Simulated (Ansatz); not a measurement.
C3H10B3O3, charge +1, singlet, geometry from GFN2-xTB. Base run: PBE0/STO-3G (Ansatz, a first-principles code).

The Ansatz input:
Ansatz 0.2 input:
```yaml
crystal:
  periodic: [false, false, false]
  atoms:
    - {symbol: C, position_ang: [1.55017480, 2.52376653, 0.43186327]}
    - {symbol: B, position_ang: [0.74441431, 1.20639358, 0.21146577]}
    - {symbol: O, position_ang: [-0.63297883, 1.19769932, 0.08470926]}
    - {symbol: B, position_ang: [-1.40764061, 0.15281059, -0.10721144]}
    - {symbol: C, position_ang: [-2.96598204, 0.14797066, -0.23653381]}
    - {symbol: O, position_ang: [-0.69256398, -1.12749516, -0.19046388]}
    - {symbol: B, position_ang: [0.76911319, -1.19419293, -0.06915601]}
    - {symbol: C, position_ang: [1.46627084, -2.58911906, -0.18322750]}
    - {symbol: O, position_ang: [1.35348684, -0.03089726, 0.11833668]}
    - {symbol: H, position_ang: [1.62532102, 3.08286401, -0.50051865]}
    - {symbol: H, position_ang: [2.56270630, 2.34106553, 0.77664846]}
    - {symbol: H, position_ang: [1.05399689, 3.19003835, 1.13286680]}
    - {symbol: H, position_ang: [-3.43049075, 0.35078071, 0.72812695]}
    - {symbol: H, position_ang: [-3.30896210, 0.94805819, -0.88868509]}
    - {symbol: H, position_ang: [-3.38149943, -0.78580665, -0.60502846]}
    - {symbol: H, position_ang: [-1.19421256, -1.94211873, -0.32808476]}
    - {symbol: H, position_ang: [0.78690927, -3.43516332, -0.12737374]}
    - {symbol: H, position_ang: [2.22242057, -2.71480915, 0.58851612]}
    - {symbol: H, position_ang: [2.00804252, -2.67012884, -1.12522737]}
basis:
  gaussian:
    orbitals: STO-3G
hamiltonian:
  xc: pbe0
total_charge: 1
```

Variants of this job, named by their change:

```
change                                       E (Eh)  core-seconds (rough)
---------------------------------------  ----------  --------------------
base                                     -414.83864                     4
functional = hse06                       -414.81627                     3
functional = wB97X-V                              ?                    20
functional = pbe; dispersion = d3bjatm   -414.75479                     3
functional = BHLYP                       -415.09768                     5
functional = hf                                   ?                     2
functional = B97M-V                               ?                    10
functional = blyp; dispersion = d3bjatm  -415.08295                     4
functional = wB97M-V                              ?                    20
functional = b3lyp; dispersion = d4      -415.29591                     4
functional = pbe0; dispersion = d3bjatm  -414.85142                     4
functional = pbe                         -414.74009                     3
functional = SVWN5                       -411.68510                     3
```

### Question
Complete the blanks.

### Answer

- functional = wB97X-V, E (Eh): -415.20089
- functional = hf, E (Eh): -412.94374
- functional = B97M-V, E (Eh): -415.33856
- functional = wB97M-V, E (Eh): -415.25225

Absolute energies of different levels of theory aren't comparable as measures of quality.
